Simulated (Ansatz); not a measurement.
Basis-set extrapolation for `BCC(N)F` (PBE0-D4/def2-TZVP geometry, frozen core, the Gaussian-basis code of Ansatz). Multiplicity 1, RHF reference.

```json
{"": "HF", "def2-TZVPP": "-258.475702", "def2-QZVPP": "-258.487602"}
{"": "MP2 correlation", "def2-TZVPP": "-0.906079", "def2-QZVPP": "-0.974218"}
{"": "CCSD(T) correlation", "def2-TZVPP": "-0.980727", "def2-QZVPP": "not run"}
```

Energies in hartree. Use E(X) = E(∞) + A·exp(−7.88·√X) for Hartree–Fock and E(X) = E(∞) + B·X^(−2.97) for correlation, with X = 3 and 4, and add CCSD(T) minus MP2 of the smaller set to the MP2 limit.

Problem. What is the CCSD(T) energy at the basis-set limit?

Solution. HF limit: -258.487602 + (-0.011900) × 0.13774 = -258.48924. MP2 limit: -0.974218 + (-0.068139) × 0.74074 = -1.02469. Higher-order term: -0.980727 − (-0.906079) = -0.07465. Total: -259.58858 hartree, 3.60 eV below CCSD(T)/def2-TZVPP.
